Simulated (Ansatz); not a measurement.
A structure relaxed at PBE0-D4/def2-TZVP, charge 0, multiplicity 1:

```xyz
10

N    -0.5711   -1.6069    0.5093
Si    0.1859   -0.1056    0.8829
Si    0.3560    1.1221   -1.1085
F    -1.1015    1.1967   -1.7940
H    -1.4139   -1.6084   -0.0430
H    -0.5928   -2.3449    1.1951
H    -0.4992    0.7345    1.9144
H     1.5528   -0.3853    1.4040
H     0.8143    2.5173   -0.8696
H     1.2695    0.4805   -2.0906
```

Give its formula and SMILES.

FH6NSi2, `N[SiH2][SiH2]F`.

Summarise the bond lengths by kind.

1 × N–Si 1.722 Å; 2 × H–N 1.008 Å; 1 × Si–Si 2.346 Å; 4 × H–Si 1.487 to 1.496 Å; 1 × F–Si 1.612 Å.

Program: Ansatz 0.2.0.
